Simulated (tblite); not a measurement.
C₄H₁₂N₂Si₂.
SMILES with atom numbers: `[CH3:1][C:2]([CH3:3])([SiH2:4][NH2:5])[SiH2:6][C:7]#[N:8]` (hydrogens: H9, H10, H11 on C1; H12, H13, H14 on C3; H15, H16 on Si4; H17, H18 on N5; H19, H20 on Si6)

Cartesian coordinates in Å at the GFN2-xTB level; atoms count from 1:
```
atom  x, y, z in Å
C1    -0.395    1.837   -0.902
C2    -0.083    0.568   -0.104
C3    -0.441    0.817    1.365
Si4   -1.163   -0.862   -0.790
N5    -1.000   -2.188    0.288
Si6    1.784    0.213   -0.262
C7     2.166   -1.343    0.701
N8     2.378   -2.307    1.284
H9    -0.168    1.707   -1.959
H10   -1.451    2.090   -0.816
H11    0.181    2.687   -0.535
H12    0.134    1.648    1.777
H13   -1.498    1.066    1.460
H14   -0.249   -0.065    1.972
H15   -2.581   -0.496   -0.740
H16   -0.769   -1.094   -2.192
H17   -1.566   -3.005    0.130
H18   -0.088   -2.465    0.615
H19    2.608    1.264    0.347
H20    2.197   -0.061   -1.641
```

Calculated harmonic vibrations of the isolated species, GFN2-xTB (tblite), most abundant isotopes, no scaling. The method is semi-empirical: single wavenumbers can be off by several per cent or more. Modes of hydrogen on silicon can be 10 to 20 % off. One conformer, not necessarily the lowest.

Harmonic wavenumbers (cm⁻¹): 41.5, 78.4, 95.1, 152.7, 187.8, 217.1, 231.0, 245.8, 257.0, 258.4, 287.8, 308.9, 324.4, 370.3, 469.9, 491.5, 538.1, 558.1, 571.3, 589.2, 617.7, 702.6, 728.8, 764.4, 778.9, 800.1, 836.5, 916.6, 955.3, 978.0, 1032.7, 1142.6, 1156.0, 1189.7, 1419.1, 1433.1, 1500.9, 1512.8, 1514.6, 1520.9, 1524.1, 2151.3, 2225.9, 2247.7, 2251.7, 2351.0, 2978.6, 2983.4, 3001.0, 3006.6, 3018.3, 3030.5, 3469.6, 3511.2.

A = 1625, B = 1226, C = 881.8 MHz; mass 144.054 u (most abundant isotopes); point group C1, symmetry number 1.

Problem. Zero-point energy?

Solution. ½Σν̃ = 32763 cm⁻¹ = 93.67 kcal/mol.

Problem. Give the ideal-gas entropy at 350 K and 1 bar in the rigid-rotor, harmonic-oscillator model (classical rotation).

Solution. Translation 41.63, rotation 30.07, vibration 44.60: S = 116.3 cal/(mol K).

Problem. And Cp and H(350 K) − H(0)?

Solution. Cp = 53.34 cal/(mol K), of which vibrations give 45.39 (their classical limit is 54 R = 107.3); H(350 K) − H(0) = 11.16 kcal/mol without the zero-point energy, 8.38 from vibrations.

Problem. Which modes carry the vibrational entropy at 350 K?

Solution. 41.5 cm⁻¹: 5.50; 78.4 cm⁻¹: 4.25; 95.1 cm⁻¹: 3.87; 152.7 cm⁻¹: 2.94; 187.8 cm⁻¹: 2.55; 217.1 cm⁻¹: 2.28 cal/(mol K); the other 48 give 23.21 together.

Problem. What must be added to the electronic energy to get the Gibbs energy at 350 K and 1 bar?

Solution. ZPE + [H(350 K) − H(0)] − T·S = 93.67 + 11.16 − 40.71 = 64.12 kcal/mol.

Problem. Blend soft modes into free rotors: weight 1/[1 + (100 cm⁻¹/ν̃)⁴] for the oscillator and the rest for a rotor with moment μB/(μ + B), μ = h/(8π²ν), B = 10⁻⁴⁴ kg m². What vibrational entropy results?

Solution. 41.83 cal/(mol K) in place of 44.60, which changes −T·S at 350 K by +0.97 kcal/mol.

Problem. How do the functions run with temperature in this model?

Solution. 
```
 T (K)  S (cal/(mol K))  Cp (cal/(mol K))  H − H(0) (kcal/mol)  G − H(0) (kcal/mol)  ln q(vib)
    50             59.5              13.4                 0.51                -2.47       0.56
   100             71.4              21.9                 1.39                -5.75       1.88
298.15            108.2              48.2                 8.53               -23.72       8.60
373.15            119.8              55.5                12.42               -32.28      11.19
   500            137.5              65.4                20.11               -48.62      15.42
   750            166.8              79.3                38.33               -86.78      23.10
  1000            191.0              88.8                59.41              -131.60      29.94
```

q(vib) and H(0) count from the zero-point level.

Hindered rotation and anharmonicity are outside this model. Other conformers, if any are populated, would add a mixing term that is left out. The structure is chiral; the term R ln 2 for an equal mix with its mirror image is left out.
